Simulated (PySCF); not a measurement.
Protons, H atoms and electrons added to or taken from C[GeH3]. All species are isolated molecules in the gas phase. Strings in code marks are SMILES.

The numbers are results of ωB97X-D3(BJ)/def2-TZVP // PBE0-D3(BJ)/def2-TZVP run with PySCF 2.14.0, not measurements. 

```tsv
species	dipole moment (D)
neutral parent (`[CH3][GeH3]`)	0.70
H atom removed from C1 (`[CH2][GeH3]`)	0.52
H atom removed from Ge2 (`[GeH2][CH3]`)	0.80
```
